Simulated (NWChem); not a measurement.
# CH6FNSi2; SMILES F[Si@H]1CN[SiH2]1

```xyz
11

F     -0.3743     2.2096     0.4773
Si    -0.0292     0.9032    -0.4236
C      1.5185    -0.0955     0.1275
N      0.8274    -1.4052     0.1348
Si    -0.9085    -1.2013     0.0631
H      0.0231     1.3772    -1.8358
H      2.3602    -0.0700    -0.5792
H      1.8993     0.2071     1.1149
H      1.3749    -2.2275     0.3620
H     -1.6808    -1.4053     1.3287
H     -1.5885    -2.0327    -0.9742
```
Atoms are numbered in this order, from 1.

Level: B3LYP/6-31G* (spherical d) (NWChem), optimised geometry, unscaled harmonic frequencies. 

```csv
frequency (cm⁻¹),IR intensity (km/mol)
82,2.9
184,2.7
232,8.8
360,36.8
429,74.8
459,32.5
502,15.0
634,8.1
667,45.0
714,114.4
752,47.2
817,126.9
845,12.4
867,69.9
924,181.7
1015,186.5
1042,9.9
1182,0.9
1191,8.0
1360,21.9
1529,4.7
2190,208.2
2212,175.8
2237,184.4
3007,62.0
3046,36.8
3572,5.5
```

| Item | Result |
|---|---|
| zero-point energy | 45.8 kcal/mol |
| thermal correction to the enthalpy at 298.15 K (with zero-point energy) | 50.6 kcal/mol |
| heat capacity Cv | 24.1 cal/(mol K) |
| entropy at 298.15 K and 1 atm (symmetry number 1) | 80.6 cal/(mol K) |
| dipole moment | 1.68 D |

Rigid rotor and harmonic oscillator; modes under 100 cm⁻¹ make the entropy uncertain.
